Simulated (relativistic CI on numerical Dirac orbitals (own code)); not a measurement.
Method of calculation: Dirac-Coulomb-Breit CI, orbitals from a KLI potential per configuration, QED by a radiative potential, unscaled Slater integrals (own radial code, finite nucleus).

The strongest absorption lines from the ground level of an ion, among the configurations computed and to levels below about 695 eV (vacuum wavelength in Å, gf): 23.588 (0.0031), 24.202 (0.13), 24.230 (0.08), 24.888 (0.13), 40.974 (0.00013), 47.259 (0.00014), 126.22 (1.2), 209.48 (0.11).

Problem. Which ion is it?
A. Pr XXVIII
B. Pr XXX
C. Tb XXXVI
D. I XXIV

Solution. B. Pr XXX has 30 electrons and the ground level 4s² ¹S0; the strongest line goes to 4s4p ¹P°1. The pattern of lines fixes the number of electrons, and along that sequence the line energies rise steadily with the charge (about as its square where n changes within one kind of shell, about linearly where n is kept but much faster in heavy ions where fine structure, which grows about as Z⁴, sets the gap, and irregularly where shells cross), which fixes Z. Configurations outside the model, such as inner-shell arrays, can give stronger lines. At this charge energies of transitions that change n are usually good to better than 1 %, and those within a shell (Δn = 0) to a few per cent.

LS names give the leading component of a level, which can be under half, so a name can repeat, a term be missing and a line seem to break the LS rules.
